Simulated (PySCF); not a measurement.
C₂H₆Al, doublet, geometry from GFN2-xTB (such geometries of metal compounds can be far from the true shape) (the spin is typed, not shown lowest). Base run: SCAN/cc-pVDZ in PySCF.

Geometry (Å):
```xyz
9

Al     0.3520    -0.1993     0.3922
C      1.1627     0.2997    -1.3876
H      2.2263     0.0349    -1.4393
H      1.0977     1.3752    -1.5916
H      0.6726    -0.2061    -2.2280
C     -1.5944    -0.0553     0.9067
H     -2.2329    -0.7325     0.3268
H     -1.9944     0.9544     0.7554
H     -1.7556    -0.3014     1.9637
```
Charge 0, spin multiplicity 2.
Orbitals are unrestricted.
All else is at PySCF's defaults.
Base energy -322.18049 Eh.

Variants of this job, named by their change:

```csv
change,ΔE vs base (mEh),grid points,electrons on the grid
base,0.000,106264,30.99999
grids.radi_method = gauss_chebyshev,6.360,103336,30.99999
"grids.atom_grid = (150, 974)",3.463,729784,31.00000
"grids.atom_grid = (30, 110)",7.417,22152,31.00018
grids.level = 1,-8.013,31544,31.00004
grids.prune = dft.gen_grid.sg1_prune,-0.009,44928,31.00006
grids.level = 2,-0.216,66544,30.99999
grids.level = 0,37.036,7520,31.00147
grids.level = 4,3.889,180160,31.00000
grids.radi_method = mura_knowles,2.631,100352,30.99999
grids.radi_method = delley,3.813,113456,30.99999
```

Open shells are given as the SCF converged; they aren't shown to be the lowest states, and a large step between rows can be another state.
